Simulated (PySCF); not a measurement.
Can point charges reproduce the dipole moment of `C[Si@@]1(N)[SiH2][SiH2][Si@@H]1N`?

Coordinates (GFN2-xTB, Å) and charges (e) from the PBE0/pcSseg-1 density (PySCF):

| atom | x | y | z | Mulliken | IAO | Hirshfeld | ESP-fitted |
| --- | --- | --- | --- | --- | --- | --- | --- |
| C1 | -1.945 | -1.065 | 1.365 | -0.5977 | -0.7030 | -0.2171 | -0.7271 |
| Si2 | -0.882 | -0.241 | 0.014 | +0.4309 | +0.6614 | +0.2574 | +0.5328 |
| N3 | -1.729 | -0.646 | -1.449 | -0.6143 | -0.8212 | -0.3171 | -0.9707 |
| Si4 | -0.292 | 2.006 | 0.562 | +0.0358 | +0.0767 | +0.1135 | -0.0006 |
| Si5 | 1.968 | 1.357 | 0.668 | +0.0145 | +0.1222 | +0.1213 | +0.0386 |
| Si6 | 1.409 | -0.804 | -0.069 | +0.3529 | +0.4629 | +0.2069 | +0.4545 |
| N7 | 1.827 | -0.867 | -1.755 | -0.6387 | -0.8371 | -0.3211 | -1.0193 |
| H8 | -2.111 | -2.119 | 1.168 | +0.1426 | +0.1587 | +0.0415 | +0.1962 |
| H9 | -1.455 | -0.980 | 2.330 | +0.1355 | +0.1540 | +0.0383 | +0.1526 |
| H10 | -2.917 | -0.590 | 1.453 | +0.1385 | +0.1528 | +0.0398 | +0.1949 |
| H11 | -2.733 | -0.556 | -1.492 | +0.1924 | +0.2606 | +0.1168 | +0.3884 |
| H12 | -1.326 | -0.354 | -2.324 | +0.1935 | +0.2600 | +0.1106 | +0.3523 |
| H13 | -0.874 | 2.622 | 1.768 | -0.0289 | -0.0820 | -0.0799 | -0.0435 |
| H14 | -0.585 | 3.030 | -0.458 | -0.0295 | -0.0826 | -0.0817 | -0.0617 |
| H15 | 2.926 | 2.144 | -0.124 | -0.0227 | -0.0784 | -0.0747 | -0.0313 |
| H16 | 2.562 | 1.415 | 2.014 | -0.0336 | -0.0883 | -0.0841 | -0.0790 |
| H17 | 1.950 | -1.978 | 0.659 | -0.0582 | -0.1335 | -0.0953 | -0.1521 |
| H18 | 2.798 | -0.786 | -2.013 | +0.1953 | +0.2594 | +0.1133 | +0.3813 |
| H19 | 1.398 | -1.580 | -2.323 | +0.1917 | +0.2574 | +0.1123 | +0.3936 |

Problem. Compute μ = Σ q r for each scheme (1 e·Å = 4.803 D) and compare with the dipole of the full density.

Solution. The full density gives (-0.75, -1.33, -1.53) D, 2.16 D in size; dipole vectors point from the negative to the positive end.

```csv
scheme,μx,μy,μz,size (D),share of the full size (%),angle to the full dipole (°)
Mulliken,0.48,-0.02,0.84,0.96,45,141
IAO,-0.13,-0.61,0.44,0.76,35,82
Hirshfeld,-0.48,-0.91,-0.92,1.38,64,3
ESP-fitted,-0.75,-1.34,-1.50,2.15,99,1
```

Problem. Which set comes closest?

Solution. Length of the difference vector: ESP-fitted 0.03 D, Hirshfeld 0.79 D, IAO 2.18 D, Mulliken 2.97 D. Closest: ESP-fitted. The schemes that divide the density aren't constrained to reproduce the dipole.

Problem. What is left for the Hirshfeld atoms' own dipoles?

Solution. The Hirshfeld atoms' densities add up to the full density, so μ = Σ q r + Σ (atomic dipoles). The atomic dipoles sum to (-0.75, -1.33, -1.53) − (-0.48, -0.91, -0.92) = (-0.27, -0.42, -0.61) D, 0.79 D in size.

Problem. With the origin at the mean of the coordinates, (-0.001, 0.000, 0.000) Å, which are the largest single terms, by size, of the Hirshfeld dipole along the direction of the full one?

Solution. N3 -3.08, N7 -1.76, H11 +1.31, H16 +1.29, H12 +1.23 D; all 19 atoms together +1.37 D. The single terms depend on the origin, their sum doesn't.

Problem. Give the size of the full dipole in other units.

Solution. 2.16 D = 0.850 au = 0.450 e·Å = 7.21 × 10⁻³⁰ C·m.

One conformer (not necessarily the lowest) at the GFN2-xTB geometry, without solvent, vibrations or thermal averaging.

These values come from a run that also computed NMR shieldings. The run took 1.9 min wall, 1.7 min CPU on Intel Xeon at 2.50 GHz, one thread, shared host with 64 logical CPUs at a one-minute load of 57, and the process peaked at 0.93 GiB of memory.

Conformer computed: `[CH3:1][Si@@:2]1([NH2:3])[SiH2:4][SiH2:5][Si@@H:6]1[NH2:7]`: H–N3–Si2–C1 45°, H–N3–Si2–C1 -177°, H–N7–Si6–Si5 65°, H–N7–Si6–Si5 -160°.
